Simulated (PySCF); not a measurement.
F3Sn, charge +1, singlet, at a GFN2-xTB geometry (such geometries of metal compounds can be far from the true shape) (all electrons, no relativity); PySCF with B3LYP/STO-3G.

Input for PySCF:
```python
from pyscf import gto, scf, dft

mol = gto.M(
    atom='''
Sn    0.00000000   -0.00000000    0.00000000
F    -1.72556878   -1.09008013    0.06681380
F    -0.01020398    1.88015434   -0.79702064
F     1.73577276   -0.79007422    0.73020684
''',
    basis='sto-3g',
    charge=1,
    verbose=4,
)

mf = dft.RKS(mol)
mf.xc = 'b3lyp'
mf.grids.atom_grid = (99, 590)
mf.grids.prune = None
mf.kernel()
```

It wrote (shortened):

```
PySCF version 2.14.0

[INPUT] verbose = 4
[INPUT] num. atoms = 4
[INPUT] num. electrons = 76
[INPUT] charge = 1
[INPUT] spin (= nelec alpha-beta = 2S) = 0
[INPUT] symmetry False subgroup None
[INPUT] Mole.unit = angstrom
[INPUT] Symbol           X                Y                Z      unit          X                Y                Z       unit  Magmom
[INPUT]  1 Sn     0.000000000000   0.000000000000   0.000000000000 AA    0.000000000000   0.000000000000   0.000000000000 Bohr   0.0
[INPUT]  2 F     -1.725568780000  -1.090080130000   0.066813800000 AA   -3.260852403300  -2.059952899530   0.126259783341 Bohr   0.0
[INPUT]  3 F     -0.010203980000   1.880154340000  -0.797020640000 AA   -0.019282727581   3.552976774512  -1.506150725226 Bohr   0.0
[INPUT]  4 F      1.735772760000  -0.790074220000   0.730206840000 AA    3.280135130880  -1.493023893879   1.379890941884 Bohr   0.0

nuclear repulsion = 386.179023429646
number of shells = 20
number of NR pGTOs = 126
number of NR cGTOs = 42
basis = sto-3g
ecp = {}

******** <class 'pyscf.dft.rks.RKS'> ********
method = RKS
initial guess = minao
damping factor = 0
level_shift factor = 0
DIIS = <class 'pyscf.scf.diis.CDIIS'>
diis_start_cycle = 1
diis_space = 8
diis_damp = 0
SCF conv_tol = 1e-09
SCF conv_tol_grad = None
SCF max_cycles = 50
direct_scf = True
direct_scf_tol = 1e-13
XC library pyscf.dft.libxc version 7.1.2
    S. Lehtola, C. Steigemann, M. J. T. Oliveira, and M. A. L. Marques,  SoftwareX 7, 1–5 (2018)
XC functionals = b3lyp
    P. J. Stephens, F. J. Devlin, C. F. Chabalowski, and M. J. Frisch,  J. Phys. Chem. 98, 11623 (1994)
radial grids:
    Treutler-Ahlrichs [JCP 102, 346 (1995); DOI:10.1063/1.469408] (M4) radial grids

becke partition: Becke, JCP 88, 2547 (1988); DOI:10.1063/1.454033
pruning grids: None
grids dens level: 3
symmetrized grids: False
atomic radii adjust function: <function treutler_atomic_radii_adjust>
User specified grid scheme (99, 590)
small_rho_cutoff = 0
Set gradient conv threshold to 3.16228e-05
Initial guess from minao.
tot grids = 233640
init E= -6243.76352360572
  HOMO = -0.697310417257484  LUMO = -0.521667091093281  gap/eV = 4.77950
cycle= 1 E= -6260.1461731564  delta_E= -16.4  |g|= 0.419  |ddm|= 2.67
  HOMO = -0.351093361985101  LUMO = -0.245909401275297  gap/eV = 2.86220
cycle= 2 E= -6259.90033427196  delta_E= 0.246  |g|= 0.851  |ddm|= 2.06
  HOMO = -0.449345007251403  LUMO = -0.258681039950994  gap/eV = 5.18823
cycle= 3 E= -6260.23016347643  delta_E= -0.33  |g|= 0.0146  |ddm|= 1.42
  HOMO = -0.451065514665595  LUMO = -0.260113973896228  gap/eV = 5.19606
cycle= 4 E= -6260.23026628935  delta_E= -0.000103  |g|= 0.000937  |ddm|= 0.0283
  HOMO = -0.451368104393634  LUMO = -0.260258467017103  gap/eV = 5.20036
cycle= 5 E= -6260.23026674467  delta_E= -4.55e-07  |g|= 0.000186  |ddm|= 0.00199
  HOMO = -0.451350764463251  LUMO = -0.260255386173669  gap/eV = 5.19997
cycle= 6 E= -6260.23026672615  delta_E= 1.85e-08  |g|= 0.000275  |ddm|= 0.000749
  HOMO = -0.451374315493289  LUMO = -0.260253323406228  gap/eV = 5.20067
cycle= 7 E= -6260.2302667607  delta_E= -3.45e-08  |g|= 3.62e-06  |ddm|= 0.000449
  HOMO = -0.451373791093201  LUMO = -0.260253015570149  gap/eV = 5.20066
cycle= 8 E= -6260.23026676071  delta_E= -1.09e-11  |g|= 3.5e-07  |ddm|= 7.94e-06
  HOMO = -0.451373649883065  LUMO = -0.26025292154905  gap/eV = 5.20066
Extra cycle  E= -6260.23026676072  delta_E= -1.46e-11  |g|= 5.64e-07  |ddm|= 1.48e-06
converged SCF energy = -6260.23026676072
```
